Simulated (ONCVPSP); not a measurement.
**u(r) = r·R(r): atom against pseudo-atom (carbon (C))**

Columns: radius, all-electron u(r) and pseudo u(r) of the 2p shell (level -10.65 eV) of carbon in the configuration [He] 2s2 2p1.5; PBEsol, scalar-relativistic, ONCV scheme, ONCVPSP 4.0.1.

```csv
r (bohr),all-electron,pseudo
0.103,0.0536,0.0226
0.205,0.1618,0.0862
0.308,0.2833,0.1833
0.410,0.3963,0.2990
0.513,0.4950,0.4214
0.615,0.5753,0.5348
0.718,0.6395,0.6314
0.820,0.6867,0.7032
0.923,0.7192,0.7503
1.025,0.7382,0.7738
1.128,0.7460,0.7786
1.230,0.7445,0.7698
1.332,0.7355,0.7524
1.435,0.7203,0.7299
1.538,0.7005,0.7049
1.640,0.6773,0.6789
1.743,0.6514,0.6518
1.845,0.6240,0.6240
1.948,0.5952,0.5952
2.050,0.5661,0.5660
2.153,0.5365,0.5365
2.255,0.5075,0.5074
2.358,0.4786,0.4786
2.460,0.4507,0.4507
2.562,0.4237,0.4237
2.665,0.3975,0.3975
```

Problem. How many radial nodes do the two functions have?

Solution. The all-electron 2p function has n − l − 1 = 0; the pseudo-wave has 0.

Problem. At about which radius was the pseudo-wave matched?

Solution. 1.95 bohr. The columns agree to 0.0005 from 1.74 bohr on; several derivatives are matched, so the curves merge somewhat inside the radius.

Problem. Is the pseudo-wave norm-conserving?

Solution. Yes: the ONCV scheme keeps the norm inside the radius equal to the all-electron one, which fixes the energy derivative of the logarithmic derivative at the level.
